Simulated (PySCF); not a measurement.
# Correlation energy of Kr³⁺ (krypton, charge +3)

[Ar] 3d10 4s2 4p3, high-spin 4S determinant. Calculation: PySCF 2.14, in aug-cc-pVTZ-PP with one added diffuse shell each of s, d, f type with ECP10MDF (7s5p5d3f, 68 functions); a scalar-relativistic core potential. Frozen: 3s2 3p6 3d10; 5 electrons correlated.

```csv
level,correlation energy (mhartree)
CCSD,-98.86
(T),-2.25
CCSD(T),-101.11
```

Diagnostics: T1 = 0.0016, D1 = 0.0036, largest double amplitude 0.047.

Cost of the coupled-cluster step: of the order of 1.9 core-seconds, for 5 correlated electrons.
